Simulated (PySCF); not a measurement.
# CH$_{11}$O$_{2}$PSi$_{3}$: full NMR table

* Formula: CH11O2PSi3
* SMILES: CO[Si@@]([SiH3])(P)O[SiH3]
* InChI: InChI=1S/CH11O2PSi3/c1-2-7(4,6)3-5/h4H2,1,5-6H3/t7-/m0/s1
* Point group of the computed structure: C1
* Carbon signals: 1
* Proton signals: 4

Molfile (atoms numbered from 1):
```
CH11O2PSi3
     RDKit          3D

 18 17  0  0  0  0  0  0  0  0999 V2000
    0.8481   -0.4600   -2.2236 C   0  0  0  0  0  0  0  0  0  0  0  0
    0.5670   -1.1139   -1.0228 O   0  0  0  0  0  0  0  0  0  0  0  0
   -0.2697   -0.5012    0.2351 Si  0  0  1  0  0  4  0  0  0  0  0  0
   -2.3596    0.3111   -0.3540 Si  0  0  0  0  0  4  0  0  0  0  0  0
    0.1077   -2.1601    1.6876 P   0  0  0  0  0  0  0  0  0  0  0  0
    0.4594    0.8516    0.8003 O   0  0  0  0  0  0  0  0  0  0  0  0
    1.7746    1.5857    1.4018 Si  0  0  0  0  0  4  0  0  0  0  0  0
   -0.0729   -0.2665   -2.7803 H   0  0  0  0  0  0  0  0  0  0  0  0
    1.5005   -1.1033   -2.8144 H   0  0  0  0  0  0  0  0  0  0  0  0
    1.3492    0.4924   -2.0335 H   0  0  0  0  0  0  0  0  0  0  0  0
   -2.3206    1.6492   -0.9601 H   0  0  0  0  0  0  0  0  0  0  0  0
   -3.0048   -0.5527   -1.3541 H   0  0  0  0  0  0  0  0  0  0  0  0
   -3.2881    0.3858    0.7805 H   0  0  0  0  0  0  0  0  0  0  0  0
   -0.9675   -2.9287    1.2767 H   0  0  0  0  0  0  0  0  0  0  0  0
   -0.6301   -1.5649    2.6974 H   0  0  0  0  0  0  0  0  0  0  0  0
    2.6629    1.8779    0.2751 H   0  0  0  0  0  0  0  0  0  0  0  0
    2.4170    0.7081    2.3764 H   0  0  0  0  0  0  0  0  0  0  0  0
    1.2182    2.7960    2.0000 H   0  0  0  0  0  0  0  0  0  0  0  0
  1  2  1  0
  3  2  1  6
  3  4  1  0
  3  5  1  0
  3  6  1  0
  6  7  1  0
  1  8  1  0
  1  9  1  0
  1 10  1  0
  4 11  1  0
  4 12  1  0
  4 13  1  0
  5 14  1  0
  5 15  1  0
  7 16  1  0
  7 17  1  0
  7 18  1  0
M  END
```

[PySCF 2.14: shieldings: GIAO PBE0/pcSseg-1; coordinates at the GFN2-xTB level; non-relativistic Hamiltonian; no solvent model; fast rotation and ring inversion assumed for equivalent nuclei; single conformer]

Scale: ¹H (31.72 ppm), ¹³C (186.93 ppm), ²⁹Si (349.16 ppm) against TMS; ³¹P (318.38 ppm) against H3PO4; H2O for ¹⁷O (336.08 ppm) (reference shieldings calculated alike).

| carbon | δC, type | δH (multiplicity) | HMBC from (2–3 bonds) | span of the C tensor (ppm) |
| --- | --- | --- | --- | --- |
| C1 | 53.0, CH3 | 3.93 (s) | – | 78 |

Other nuclei:
```tsv
atoms	nucleus	environment	δ (ppm)	σ (ppm)
H16/H17/H18	¹H	hydrogen on a silicon bonded to O	5.16	26.56
H11/H12/H13	¹H	hydrogen on a silicon bonded to Si	3.40	28.32
H14/H15	¹H	hydrogen on a phosphorus bonded to Si	0.94	30.78
P5	³¹P	phosphorus bonded to Si, 2 H	-278.8	597.2
Si3	²⁹Si	silicon bonded to 2 O, P, Si	8.7	340.5
Si7	²⁹Si	silicon bonded to O, 3 H	-42.2	391.3
Si4	²⁹Si	silicon bonded to Si, 3 H	-122.7	471.9
O6	¹⁷O	oxygen bonded to 2 Si	67.4	268.7
O2	¹⁷O	oxygen bonded to C, Si	66.6	269.5
```

1. δH 5.16: hydrogen on a silicon bonded to O.
2. δH 3.93: hydrogen on a methyl carbon bonded to O; its carbon carries O, an electronegative neighbour.
3. δH 3.40: hydrogen on a silicon bonded to Si.
4. δH 0.94: hydrogen on a phosphorus bonded to Si.

Splittings by ³¹P in the carbon and heteronuclear signals aren't shown, as no couplings were computed. Shifts are as computed. Against solution values, carbons near 30 ppm lie about +3 ppm off and those near 130 ppm about +5 ppm. Of 1211 compounds with measured shifts, 218 miss one by over three times the rms of a fit or turn the order of signals round; such compounds aren't used in these exercises. Experimental scales use liquid or dissolved standards, which lie at an offset from isolated H2O (liquid H2O: subtract about 36 ppm) and H3PO4. Multiplicities follow the n + 1 count of equivalent neighbours, as no J values were calculated; m marks all less simple cases, F and P coupling included.
